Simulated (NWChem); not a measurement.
System meant: PbCl$_{3}$ anion; SMILES [Cl][Pb-]([Cl])[Cl]

NWChem input:

```
start job
memory heap 200 mb stack 900 mb global 1100 mb
charge -1
geometry units angstroms noautoz
  Pb     0.000000     0.000000     0.465305
  Cl    -0.335957    -2.359001    -0.695764
  Cl     2.210933     0.888554    -0.695764
  Cl    -1.874977     1.470448    -0.695764
end
basis spherical
  Pb library def2-svp
  Cl library def2-svp
end
dft
  xc b3lyp
  iterations 150
  mulliken
end
task dft energy
```

End of the output:

```
          Convergence Information
          -----------------------
          Convergence aids based upon iterative change in
          total energy or number of iterations.
          Levelshifting, if invoked, occurs when the
          HOMO/LUMO gap drops below (HL_TOL):  1.00D-02
          DIIS, if invoked, will attempt to extrapolate
          using up to (NFOCK): 10 stored Fock matrices.

                    Damping( 0%)  Levelshifting(0.5)       DIIS
                  --------------- ------------------- ---------------
          dE  on:    start            ASAP                start
          dE off:    2 iters        150 iters           150 iters

      Screening Tolerance Information
      -------------------------------
          Density screening/tol_rho:  1.00D-10
          AO Gaussian exp screening on grid/accAOfunc:  14
          CD Gaussian exp screening on grid/accCDfunc:  20
          XC Gaussian exp screening on grid/accXCfunc:  20
          Schwarz screening/accCoul:  1.00D-08

      Superposition of Atomic Density Guess
      -------------------------------------

      charge =      82.0 Pb (Lead)

      symmetry species            s     p     d     f
      number of basis functions =10     7     6     0
      number of cont. functions = 4     4     2     0
      number of closed shells   = 6     4     3     1
      number of open shells     = 0     1     0     0
      open shell occupation     = 0     2     0     0
 ------------------------------------------------------------------------
 atomscf:atomd: error in atom scf                   0
 ------------------------------------------------------------------------
 ------------------------------------------------------------------------
  current input line :
    19: task dft energy
 ------------------------------------------------------------------------
 ------------------------------------------------------------------------
 This error has not yet been assigned to a category
 ------------------------------------------------------------------------
 For more information see the NWChem manual at https://nwchemgit.github.io

0:atomscf:atomd: error in atom scf:Received an Error in Communication
```

Problem. What is wrong, and how is it mended?

Solution. The run crashed. Cause: the def2 basis of a heavy element holds valence functions alone and wants its effective core potential (without it all electrons must fit into that basis). This input runs:
```
start job
memory heap 200 mb stack 900 mb global 1100 mb
charge -1
geometry units angstroms noautoz
  Pb     0.000000     0.000000     0.465305
  Cl    -0.335957    -2.359001    -0.695764
  Cl     2.210933     0.888554    -0.695764
  Cl    -1.874977     1.470448    -0.695764
end
basis spherical
  * library def2-svp
end
ecp
  Pb library def2-ecp
end
dft
  xc b3lyp
  iterations 150
  mulliken
end
task dft energy
```
It converges to -1573.39339 Ha (B3LYP/def2-SVP with def2 effective core potentials on Pb).
